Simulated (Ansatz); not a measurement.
Frontier orbitals of CH12BNSi3 (`BN([SiH2]C)[SiH2][SiH3]`).

Total charge 0; spin multiplicity 1. The geometry is a stationary point of PBE0-D4/def2-TZVP. It is one conformer, not always the lowest. Basis def2-TZVPP, Ansatz.

Orbital energies of one run (eV). Highest occupied ones, from the top: -6.64, -7.23, -7.71, -7.95, -8.15, -8.56, -8.67, -9.03, -9.43, -9.71, -10.20, -10.36, -11.39, -12.79. Empty: -1.48, -0.95, -0.51, -0.10, 0.10, 0.20.

Problem. Which functional gave them?
A. B3LYP
B. ωB97X-V
C. BHLYP
D. revPBE

Solution. D. HOMO energies: revPBE -6.64, BHLYP -8.81, ωB97X-V -10.04, B3LYP -7.59 eV.

B3LYP here is the variant with VWN-RPA as its local correlation; programs differ in this.
